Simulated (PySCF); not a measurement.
An unknown is described by computed data only.

Formula: C6H7O; charge +1.

- 13C NMR: chemical shifts (computed TMS as zero) by class: 161.8 (1 C), 133.3 (1 C), 55.2 (1 C), 16.9 (1 C), 14.2 (1 C), 10.8 (1 C) ppm [GIAO PBE0/pcSseg-1]
- Rotational structure: rotational constants A, B, C: 5.754, 1.279, 1.105 GHz [GFN2-xTB]
- NMR, other nuclei: isotropic shieldings of nuclei other than C and H, by class: -51 (1 O) ppm [GIAO PBE0/pcSseg-1]
- Polarisability: 70.8 au [PBE0/def2-SVPD]
- UV, first state: lowest singlet excitation: 3.92 eV (316 nm, f = 0.002) [TDDFT PBE0/def2-SVPD]
- UV, strongest line: among the 6 lowest singlet transitions: S4 at 4.86 eV (255 nm, f = 0.213) [TDDFT PBE0/def2-SVPD]
- Triplet: lowest triplet excitation (Tamm–Dancoff): 3.65 eV [TDA PBE0/def2-SVPD]
- 1H NMR: chemical shifts (computed TMS as zero) by class: 5.38 (2 H), 3.06 (2 H), 1.68 (3 H) ppm [GIAO PBE0/pcSseg-1]

Gas-phase values; electronic properties from PySCF, density fitting. Levels stand in brackets. NMR shifts are as computed; neighbouring signals can stand in another order in a measured spectrum. Geometry: GFN2-xTB; no solvent, vibrations or thermal averaging. NMR values are class means; diastereotopic atoms form classes of their own.

Question: Give a SMILES that accounts for the data.

Answer: Numbering: `[CH3:1][CH2:2][C:3]#[C:4][CH2:5][C:6]#[O+:7]`. 6 carbons fall into 6 classes; from least to most shielded: triply bonded carbon [C6] (161.8 ppm), alkyne carbon [C3] (133.3 ppm), alkyne carbon [C4] (55.2 ppm), propargylic carbon [C2] (16.9 ppm), methyl carbon [C1] (14.2 ppm), propargylic carbon [C5] (10.8 ppm). Hydrogen classes from least to most shielded: 2 H on a propargylic carbon, C5 (5.38 ppm), 2 H on a propargylic carbon, C2 (3.06 ppm), 3 H on a methyl carbon, C1 (1.68 ppm). The other shieldings belong to: -51 ppm, oxygen bonded to C [O7]. The optimised geometry has point group C1 and is an asymmetric top. Structure: `CCC#CCC#[O+]`. Computed isomers that give other values at the same levels: `C#C[C@@H](C#[O+])CC` (13C chemical shifts (computed TMS as zero) by class: 161.5 (1 C), 104.7 (1 C), 63.3 (1 C), 39.7 (1 C), 20.0 (1 C), 16.4 (1 C) ppm). The assignments are read from this structure; whether some other isomer fits the data as well wasn't checked.
